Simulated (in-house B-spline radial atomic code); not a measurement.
RPA and G0W0 on wB97X: the nitrogen ion N⁶⁺

Configuration 1s1, highest spin, mean-field start wB97X. Computed with an all-electron radial atomic-structure program (B-spline basis): all electrons, non-relativistic, point nucleus, each spin shell either full or empty, empty states to l = 9 with an (l + 1/2)⁻⁴ tail; G0W0 by contour deformation at full frequency.

Relativity, left out, deepens the 1s level by about Z⁴α²/8 hartree.

With one electron the exact correlation energy is zero, so what RPA and GW give is self-correlation.

Command:
```bash
python run_gw.py task.json out
```
Settings (radii: box in bohr, nucleus in fm):
```
Z                        7
electrons                1
configuration            1s1
hamiltonian              nr
method                   wb97x
lmax                     9
spin_polarised           True
box_radius               9.29
intervals                43
ion_configuration        bare nucleus
```

Cost of the run: 0.3 s on 1 thread of Arm Neoverse V2 (shared host).

Energies (hartree):

| term | value |
| --- | --- |
| mean-field total | -24.54158 |
| Hartree-Fock functional on these orbitals | -24.49953 |
| direct second order | -0.022929 |
| second-order exchange | 0.022929 |
| SOSEX correction | 0.022532 |

**Question.** What is the RPA correlation energy, and what remains with SOSEX?

**Answer.** RPA gives -0.022531 hartree (-0.613 eV per electron); RPA + SOSEX gives 0, and the second-order doubles 0 hartree (no singles). SOSEX takes back 100 % of the RPA value.

Quasi-particle levels (eV):

```csv
level,occupied,mean field,Σx - vxc,Σc,QP weight,G0W0
1s up,yes,-633.56,-33.11,?,?,?
1s down,no,-549.15,0.00,-2.47,0.998,-551.62
```

G0W0 = mean field + (Σx - vxc) + Σc, with Σc (partial-wave tail included) taken at the quasi-particle energy.

**Question.** Where does G0W0 put 1s up?

**Answer.** At -666.41 eV, with Σc = 0.26 eV and a quasi-particle weight of 0.997. The tabulated removal energy is 667.046 eV (NIST, tabulated theory).

**Question.** What does it cost to remove one electron (to the bare nucleus) by differences of total energies, each species on its own start (correlation terms add to the Hartree-Fock functional)?

**Answer.** wB97X 667.81 eV, Hartree-Fock functional 666.67 eV, + RPA 667.28 eV, + RPA + SOSEX 666.67 eV, + second order 666.67 eV. Tabulated: 667.046 eV (NIST, tabulated theory).
